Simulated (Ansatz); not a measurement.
Compare A (`C=N[C](=C)[GeH3]`) with its isomer B (`C[CH]([GeH3])C#N`).

Computed with Ansatz on PBE0-D4/def2-TZVP structures; ΔE is electronic, products minus reactants. CCSD(T)/CBS adds triple-zeta CCSD(T) − MP2 to the extrapolated MP2 energy (def2 sets, frozen cores). Functionals use def2-TZVPP. B3LYP here is the variant with VWN-RPA as its local correlation; programs differ in this. For Ge outer-core shells are correlated without core-valence functions, which leaves a few kJ/mol of doubt a bond. Scalar relativity is left out up to krypton. Each species was taken in one conformer, which may not be the lowest.

(1) Which is lower in electronic energy at CCSD(T)/CBS, and by how much? (Best estimate.)

(2) Give E(B) − E(A) in kJ/mol with CCSD/def2-TZVPP, PBE-D4, PBE0-D4, B3LYP, B2PLYP, ωB97M-V, B3LYP-D4. (An estimate is asked.)

Largest T1 diagnostic: 0.013.

## Answers

(1) The calculation gave: B, by 116.0 kJ/mol.

(2) The calculation gave: CCSD/def2-TZVPP -126.1, PBE-D4 -98.2, PBE0-D4 -107.4, B3LYP -106.1, B2PLYP -118.7, ωB97M-V -118.2, B3LYP-D4 -103.6. None reverses the order clearly.

From PBE to PBE0 (25 % exact exchange), in def2-TZVPP and without D4, E(B) − E(A) moves by −8.9 kJ/mol.
